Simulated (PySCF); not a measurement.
pyrazole cation (C3H4N2), SMILES c1cn[nH]c1 (connectivity only; charge and spin as stated), charge +1, multiplicity 2. Atoms are numbered in the order given.

```xyz
9

C      1.0972     0.5079     0.0000
C     -0.1612     1.1814     0.0000
N     -1.1513     0.3249     0.0000
N     -0.5627    -0.9396     0.0000
C      0.7391    -0.9091     0.0000
H      2.1068     0.9255     0.0000
H     -0.3541     2.2559     0.0000
H     -1.1763    -1.7583     0.0000
H      1.3716    -1.8013     0.0000
```
Charge +1, spin multiplicity 2.

The structure is a stationary point at ωB97X-D3(BJ)/def2-SVP. The multiplicity is an assumed one; other spin states were not compared.

All values below come from ωB97X-D3(BJ)/def2-SVP in PySCF 2.14.0.

Frequencies are harmonic and unscaled.

Give all harmonic wavenumbers and intensities. (An estimate is asked for; the answer gives what the named calculation found.)


| mode | ν (cm⁻¹) | IR (km/mol) | moving atoms (share of kinetic energy) |
|---|---|---|---|
| 1 | 469 | 2.8 | C 38 %, H 36 %, N 26 % |
| 2 | 527 | 0.3 | N 48 %, C 29 %, H 24 % |
| 3 | 695 | 69.4 | C 53 %, N 44 % |
| 4 | 730 | 131.2 | H 88 %, C 9 % |
| 5 | 807 | 5.8 | H 66 %, C 23 %, N 11 % |
| 6 | 916 | 10.6 | C 70 %, N 20 %, H 10 % |
| 7 | 934 | 15.8 | H 79 %, C 20 % |
| 8 | 961 | 3.8 | N 49 %, H 37 %, C 14 % |
| 9 | 973 | 0.1 | H 63 %, C 32 % |
| 10 | 999 | 4.0 | H 64 %, C 29 % |
| 11 | 1094 | 1.8 | C 40 %, N 35 %, H 25 % |
| 12 | 1187 | 21.7 | H 78 %, C 11 %, N 10 % |
| 13 | 1274 | 3.6 | H 50 %, C 31 %, N 20 % |
| 14 | 1333 | 54.8 | H 48 %, C 38 %, N 14 % |
| 15 | 1416 | 30.5 | H 52 %, C 29 %, N 19 % |
| 16 | 1519 | 31.6 | C 59 %, H 23 %, N 18 % |
| 17 | 1626 | 23.6 | C 45 %, N 41 %, H 14 % |
| 18 | 3270 | 31.5 | H 91 %, C 9 % |
| 19 | 3277 | 49.0 | H 91 %, C 9 % |
| 20 | 3288 | 29.6 | H 90 %, C 10 % |
| 21 | 3586 | 251.6 | H 92 % |
